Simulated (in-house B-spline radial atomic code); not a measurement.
## RPBE excitations of the molybdenum ion Mo⁶⁺

Method: RPBE. Computed with a B-spline radial code for spherical atoms: linear response of the closed shell [Ar] 3d10 4s2 4p6 with the functional's adiabatic kernel; scalar-relativistic (spin-free one-electron X2C), finite nucleus, no spin-orbit coupling, no double excitations, S, P, D and F terms only; shells from n = 2 respond. Only terms of natural parity with L up to 3 were computed.

Command:
```bash
python run_td.py task.json out
```
Settings (radii: box in bohr, nucleus in fm):
```
Z                        42
electrons                36
configuration            [Ar] 3d10 4s2 4p6
hamiltonian              x2c
method                   rpbe,pbe
box_radius               14.35
rms_radius               4.4091
intervals                70
```

Time taken, with all properties: 1 s on 1 thread of AMD EPYC 9R14 (Zen 4) (shared host).

The lowest states, in the order of their Tamm-Dancoff energies; the method's threshold (minus the highest occupied level) is 117.12 eV. Labels give the largest channel, * marks a mixed state, and oscillator strengths are full-response dipole values. Semilocal kernels can invert the small singlet-triplet splittings of Rydberg terms. Energies in eV:

```json
{"state": "4p → 4d 3P", "full response": "?", "Tamm-Dancoff": "?", "oscillator strength": "-"}
{"state": "4p → 4d 3F", "full response": "38.67", "Tamm-Dancoff": "38.80", "oscillator strength": "-"}
{"state": "4p → 4d 1F", "full response": "41.56", "Tamm-Dancoff": "41.58", "oscillator strength": "-"}
{"state": "4p → 4d 1P", "full response": "51.24", "Tamm-Dancoff": "53.05", "oscillator strength": "5.47"}
{"state": "4p → 5s 3P", "full response": "57.95", "Tamm-Dancoff": "57.97", "oscillator strength": "-"}
{"state": "4p → 5s 1P", "full response": "58.64", "Tamm-Dancoff": "58.66", "oscillator strength": "0.605"}
{"state": "4p → 5p 3S", "full response": "?", "Tamm-Dancoff": "?", "oscillator strength": "-"}
```

(1) Where does 4p → 5p 3S lie?

(2) Where does 4p → 4d 3P lie?

(3) How large is the singlet-triplet splitting of 4p → 4d (F terms) in Tamm-Dancoff?

(4) What polarisabilities and dispersion coefficient does the method give?

## Answers

(1) At 66.11 eV in full response, 66.14 eV in Tamm-Dancoff.

(2) At 38.31 eV in full response, 38.41 eV in Tamm-Dancoff.

(3) 2.79 eV, from the unrounded values.

(4) Dipole 1.792 bohr³, quadrupole 2.575 bohr⁵, C6 4.984 hartree·bohr⁶ for two such species.
